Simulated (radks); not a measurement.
Values are calculated unless marked as measured or tabulated.
Species: Se6+. Configuration: [Ar] 3d10. Level of theory: scalar-relativistic Kohn-Sham, r2SCAN, spin-polarised, spherical densities, finite nucleus; meta-GGA in the generalised Kohn-Sham scheme; Fermi nuclear charge, rms radius 4.14 fm (a radial shooting solver on a logarithmic mesh with Libxc functionals).

Unscreened Slater integrals over Kohn-Sham orbitals (cm^-1). They are taken over the spin-up orbitals. Empty in this configuration: 4s.

\begin{tabular}{lr}
integral & value \\ \hline
F0(3d,3d) & 327950 \\
F2(3d,3d) & 157070 \\
F4(3d,3d) & 98814 \\
F0(3d,3p) & 331390 \\
F2(3d,3p) & 159510 \\
G1(3d,3p) & 193400 \\
G3(3d,3p) & 119810 \\
F0(3d,3s) & 335080 \\
G2(3d,3s) & 147740 \\
F0(3d,2p) & 444450 \\
F2(3d,2p) & 97738 \\
G1(3d,2p) & 77452 \\
G3(3d,2p) & 44116 \\
F0(3d,4s) & 166410 \\
G2(3d,4s) & 16798 \\
F0(3p,3p) & 338000 \\
F2(3p,3p) & 169780 \\
F0(3p,3s) & 341580 \\
G1(3p,3s) & 226190 \\
F0(3p,2p) & 457240 \\
F2(3p,2p) & 94870 \\
G0(3p,2p) & 36649 \\
G2(3p,2p) & 38884 \\
F0(3p,4s) & 167350 \\
G1(3p,4s) & 13492 \\
F0(3s,3s) & 345590 \\
F0(3s,2p) & 459220 \\
G1(3s,2p) & 38635 \\
F0(3s,4s) & 167800 \\
G0(3s,4s) & 9955.4 \\
F0(2p,2p) & 1170900 \\
F2(2p,2p) & 553630 \\
F0(2p,4s) & 184020 \\
G1(2p,4s) & 5719.9 \\
F0(4s,4s) & 132440 \\
\end{tabular}
